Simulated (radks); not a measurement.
Task: The ruthenium ion Ru2+, configuration [Ar] 3d10 4s1 4p6 4d6 5d1 (not the ground configuration). All-electron calculation, scalar-relativistic Kohn-Sham, exchange-only LDA, spin-polarised, spherical densities, finite nucleus; open shells are filled with parallel spins first (spin-orbit coupling, left out, can overturn this in heavy ions); Fermi nuclear charge, rms radius 4.4809 fm. Program: a radial shooting solver on a logarithmic mesh with Libxc functionals. Some entries of the table are withheld. Estimate them.

orbital  occ.  eigenvalue (eV)  <r^2> (bohr^2)  <1/r> (bohr^-1)
1s up       1        -21938.14        0.001513            45.82
1s down     1        -21937.83        0.001513            45.82
2s up       1        -3181.198         0.02507            10.36
2s down     1        -3180.275         0.02506            10.36
2p up       3        -2854.345         0.01971            10.05
2p down     3        -2853.577         0.01971            10.05
3s up       1        -584.8929          0.1864            3.589
3s down     1        -584.0084          0.1861            3.590
3p up       3        -477.5158          0.1895            3.419
3p down     3        -476.5659          0.1891            3.421
3d up       5        -304.1613          0.1771            3.193
3d down     5        -303.0195          0.1764            3.196
4s up       1        -106.7869           1.144            1.366
4s down     0        -101.8959           1.143            1.370
4p up       3         -76.3090           1.384            1.229
4p down     3         -71.3890           1.391            1.229
4d up       5         -32.5193           2.377           0.9336
4d down     1         -27.9263           2.489           0.9182
5s up       0         -23.4768           7.416              (1)
5s down     0         -20.4291           7.606              (2)
5p up       0         -17.0171             (3)           0.4218
5p down     0         -14.1414             (4)           0.4155
5d up       1          -9.2909           22.47           0.2866
5d down     0          -6.7340           27.19           0.2664

Result: 
(1) 5s up <1/r> (bohr^-1): 0.5064
(2) 5s down <1/r> (bohr^-1): 0.4979
(3) 5p up <r^2> (bohr^2): 10.52
(4) 5p down <r^2> (bohr^2): 10.85
